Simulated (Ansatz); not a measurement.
The pair A = H2O (SMILES O) (first 3 atoms), B = C2H6O (SMILES CCO); geometry from B3LYP-D3(BJ)/def2-TZVP.
(charge 0, multiplicity 1):
| atom | x (Å) | y (Å) | z (Å) |
|---|---|---|---|
| O | -0.2192 | 0.3078 | 0.1725 |
| H | 0.3039 | 0.1022 | 0.9666 |
| H | 0.1251 | -0.2641 | -0.5197 |
| C | -1.2979 | 0.4342 | 3.5174 |
| C | -0.2637 | -0.6723 | 3.4359 |
| O | 0.9139 | -0.2751 | 2.7162 |
| H | -2.1890 | 0.0820 | 4.0419 |
| H | -1.5875 | 0.7610 | 2.5183 |
| H | -0.9085 | 1.2950 | 4.0683 |
| H | 0.0183 | -1.0228 | 4.4344 |
| H | -0.6560 | -1.5250 | 2.8821 |
| H | 1.2933 | 0.4987 | 3.1481 |

Frozen-core correlation. MP2 and its Hartree–Fock in aug-cc-pVTZ are density fitted.

Programs: Ansatz (a first-principles code) with Gaussian orbitals. Values without a source in brackets are computed.

The counterpoise-corrected interaction energy is E(AB) − E(A in the pair's basis) − E(B in the pair's basis). Total energies (hartree):

| level | AB | A in the pair's basis | B in the pair's basis |
|---|---|---|---|
| HF/aug-cc-pVDZ | -230.1524704 | -76.0409097 | -154.1054657 |
| MP2/aug-cc-pVDZ | -230.8848542 | -76.2616763 | -154.6141157 |
| HF/aug-cc-pVTZ | -230.2103919 | -76.0598059 | -154.1445599 |
| MP2/aug-cc-pVTZ | -231.0973912 | -76.3292628 | -154.7583068 |
| CCSD(T)/aug-cc-pVDZ | -230.9499086 | -76.2747388 | -154.6663127 |

Task: Work out the counterpoise-corrected interaction energy at the basis-set limit: extrapolate the MP2 correlation part as X⁻³, take Hartree–Fock from the larger set, and add the CCSD(T) − MP2 difference of aug-cc-pVDZ.

Result: 
1. Differences (1 hartree = 627.509 kcal/mol): HF/aug-cc-pVDZ -3.825; MP2/aug-cc-pVDZ -5.687; HF/aug-cc-pVTZ -3.781; MP2/aug-cc-pVTZ -6.163; CCSD(T)/aug-cc-pVDZ -5.558.
2. Correlation parts, MP2 less HF: -1.862 in aug-cc-pVDZ (X = 2), -2.382 in aug-cc-pVTZ (X = 3).
3. Limit (3³·(-2.382) − 2³·(-1.862))/(3³ − 2³) = -2.601; with HF/aug-cc-pVTZ it gives -6.382.
4. CCSD(T) less MP2 in aug-cc-pVDZ: 0.129.
Result: -6.25 kcal/mol, against -5.69 at MP2/aug-cc-pVDZ. It is an estimate of this method's limit, not of the exact value.
